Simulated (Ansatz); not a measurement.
Gas-phase electronic energies from Ansatz, PBE0-D4/def2-TZVP geometries. CBS: MP2 limit from def2 TZ/QZ plus the TZ coupled-cluster correction, frozen cores. DFT in def2-TZVPP. For Ge outer-core shells are correlated without core-valence functions, which leaves a few kJ/mol of doubt a bond. Scalar relativity is left out up to krypton.

Consider the isomerisation: `[SiH3]C1=[CH][GeH2][NH]1` → `C[SiH]([GeH3])C#N`.

`[SiH3]C1=[CH][GeH2][NH]1`:

Cartesian coordinates in Å:
```
Si -0.895 1.860 -0.206
C -0.009 0.219 -0.019
C 0.998 -0.267 -0.783
Ge 0.947 -1.900 0.246
N -0.271 -0.679 1.042
H -2.362 1.621 -0.294
H -0.638 2.733 0.970
H -0.422 2.524 -1.446
H 1.532 0.217 -1.585
H 2.095 -2.343 1.170
H 0.261 -3.133 -0.372
H -1.238 -0.853 1.277
```

`C[SiH]([GeH3])C#N`:

Cartesian coordinates in Å:
```
C 0.790 0.407 1.574
Si -0.366 -0.428 0.373
Ge 0.399 -0.367 -1.880
C -1.986 0.474 0.404
N -2.979 1.061 0.396
H 0.962 1.446 1.286
H 0.373 0.392 2.583
H 1.753 -0.109 1.590
H -0.680 -1.819 0.786
H 1.731 -1.128 -1.984
H 0.628 1.090 -2.311
H -0.626 -1.020 -2.816
```

```tsv
species	ωB97X-V energy (Eh)
`[SiH3]C1=[CH][GeH2][NH]1`	-2501.40143
`C[SiH]([GeH3])C#N`	-2501.46116
```

Work out ΔE.

ΔE = (-2501.46116) − (-2501.40143) = -0.05973 Eh = -37.5 kcal/mol. CCSD(T)/CBS gives -37.9 kcal/mol.

What do rigid-rotor, harmonic-oscillator terms from PBE0-D4/def2-TZVP frequencies (298.15 K, 1 bar) make of the CCSD(T)/CBS value? (An estimate is asked.)

The calculation gave: ΔZPE = -0.2 kcal/mol, ΔH = -37.1 kcal/mol, ΔS = 36 J/(mol·K), ΔG = -39.7 kcal/mol.

Largest T1 diagnostic among the species: 0.013.

At CCSD(T), def2-SVP lies −3.4 kcal/mol from the extrapolated value and def2-TZVPP −1.8 kcal/mol. The D4 term adds +1.2 kcal/mol with B3LYP and +0.5 kcal/mol with PBE0; it sums over pairs of atoms, weighted by their polarisabilities, and B3LYP, whose exchange is more repulsive, gets the larger term. Leaving LDA and LC-ωPBE aside and taking each functional with its dispersion term where it has one, the values, not all of them listed here, spread over 5.8 kcal/mol, from B2PLYP to HSE06-D4. LDA lies +9.9 kcal/mol from PBE without D4.

B3LYP here is the variant with VWN-RPA as its local correlation; programs differ in this.
